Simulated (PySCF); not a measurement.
SnCl3, SMILES [Cl][Sn-]([Cl])[Cl], charge -1. Atoms are numbered in the order given.

```xyz
4

Sn     0.0000     0.0000     0.6324
Cl     1.8902    -1.0913    -0.6200
Cl    -1.8902    -1.0913    -0.6200
Cl     0.0000     2.1826    -0.6200
```
Charge -1, spin multiplicity 1.

The structure is a stationary point at r2SCAN-D4/def2-SVPD. The isomer is the one that the SMILES or the coordinates give; other isomers of the formula were not compared. The def2 effective core potentials stand for the cores of Sn; spin–orbit coupling is left out.

Level of theory: HF/def2-TZVPD (PySCF).

Mulliken values depend strongly on the basis, most of all with diffuse functions as here. ESP charges are fitted to the potential on shells at 1.4 to 2.0 van der Waals radii. Atomic charges (e):

| atom | ESP fit | Mulliken |
|---|---|---|
| Sn1 | (withheld) | 0.86 |
| Cl2 | (withheld) | -0.62 |
| Cl3 | (withheld) | -0.62 |
| Cl4 | (withheld) | -0.62 |

Question: What belongs in the gaps? (An estimate is asked for; the answer gives what the named calculation found.)

Answer: 
- Sn1, ESP fit: 0.15
- Cl2, ESP fit: -0.38
- Cl3, ESP fit: -0.38
- Cl4, ESP fit: -0.39
